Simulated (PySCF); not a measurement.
CH₉Ge₂PSe.
SMILES: `[CH3][GeH2][Se][GeH2][PH2]`

Torsions of this conformer, `[CH3:1][GeH2:2][Se:3][GeH2:4][PH2:5]`: C1–Ge2–Se3–Ge4 49°, Ge2–Se3–Ge4–P5 42°, H–P5–Ge4–Se3 170°, H–P5–Ge4–Se3 75°.

The closed-shell ground state was solved at several levels (PySCF, density fitting, gas phase). Geometry: PBE0-D3(BJ)/def2-SVP, one conformer, isolated molecule. Relativistic effects, spin–orbit coupling among them, are left out although an element past zinc is present.

```csv
level,basis functions,HOMO (eV),LUMO (eV),gap (eV),dipole (D)
PBE0/pcSseg-1,209,-6.71,-0.40,6.31,1.52
HF/pcSseg-1,209,-9.19,3.06,12.25,1.69
```

Q: What might CAM-B3LYP/def2-SVPD (233 basis functions) give for the same quantities?

A: HOMO -7.88 eV, LUMO 0.23 eV, gap 8.11 eV, dipole 1.59 D.

Q: Over all these levels, which gives the widest orbital gap and which the narrowest?

A: HF/pcSseg-1 (Hartree–Fock, all exact exchange) has the widest, 12.25 eV, and PBE0/pcSseg-1 (global hybrid, 25 % exact exchange) the narrowest, 6.31 eV. The two share the basis. From the narrowest to the widest the HOMO moves by -2.48 eV and the LUMO by +3.46 eV. The HOMO need not be the same orbital at Hartree–Fock and at DFT levels.

Q: How far do the dipole and the HOMO energy spread over the levels?

A: The dipole runs from 1.52 to 1.69 D (mean 1.60 D) and the HOMO from -9.19 to -6.71 eV.
